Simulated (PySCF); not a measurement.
**Copper: highly charged ions in a basis for the neutral atom**

Cu¹⁷⁺ [Ne] 3s2, Cu¹⁸⁺ [Ne] 3s1. All numbers are calculated (PySCF 2.14, no relativity, point nucleus, in 6-31G*). No spin-orbit coupling, so a gap to NIST mixes the basis error with missing relativistic terms.

Changed run: basis of the neutral atom used for a highly charged ion. This setting is unsound on purpose.

```csv
species,method,sound run (hartree),changed run (hartree),converged
Cu¹⁷⁺,UHF,not run,-1489.11128,yes
Cu¹⁷⁺,BP86,not run,-1489.69471,yes
Cu¹⁷⁺,M06-L,not run,-1489.58532,yes
Cu¹⁸⁺,UHF,not run,-1466.77785,yes
Cu¹⁸⁺,BP86,not run,-1467.26599,yes
Cu¹⁸⁺,M06-L,not run,-1467.21328,yes
```

Ionisation energy of Cu¹⁷⁺:

```csv
method,changed run (eV),NIST (eV)
UHF,607.72,632.5 ± 0.6
BP86,610.32,632.5 ± 0.6
M06-L,608.77,632.5 ± 0.6
```

The contracted functions were made for the neutral atom and can be too rigid for a highly charged ion.
